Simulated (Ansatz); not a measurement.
Task: Name a neutral molecule of C, O, Si and H with HOMO energy (B3LYP/def2-TZVPP) between -7.45 and -7.15 eV and size of the dipole moment (ωB97M-V/def2-TZVPP) between 1.05 and 1.35 D (Ansatz, PBE0-D4/def2-TZVP geometry).

Result: `CO[SiH](O)[SiH2]O` (-7.20 eV, 1.11 D); `C[SiH2][SiH2]O` (-7.37 eV, 1.23 D); `C=C[SiH2][SiH2]O` (-7.29 eV, 1.06 D); `C=C[SiH](O)[SiH2]O` (-7.19 eV, 1.14 D). Other molecules can fit too; these were computed, each in one conformer that needn't be the lowest.

B3LYP here is the variant with VWN-RPA as its local correlation; programs differ in this.
